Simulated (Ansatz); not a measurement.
Stretching the Br1–Br2 bond in Br2 (multiplicity 1 held). Energies count from the point at 2.316 Å.


Unrestricted levels (U-) break spin symmetry where that is lower. Active spaces are followed from rest. Levels need not reach the same state.

Correlated levels freeze the cores. Filled d and f shells under p-block atoms count as core.

Codes used: Ansatz (Gaussian orbitals). 

Task: Predict the energy at R = 9.263 Å from U-HF/cc-pVDZ.

Result: 12.1 kcal/mol

Task: Give the energy at R = 9.263 Å at the level FIC-MRCISD+Q on CASSCF(14,8)/cc-pVDZ.

Result: 37.9 kcal/mol

Doubts at one or more of the structures used: a spin-contaminated determinant (U-HF/cc-pVDZ).

Ansatz is a first-principles code.
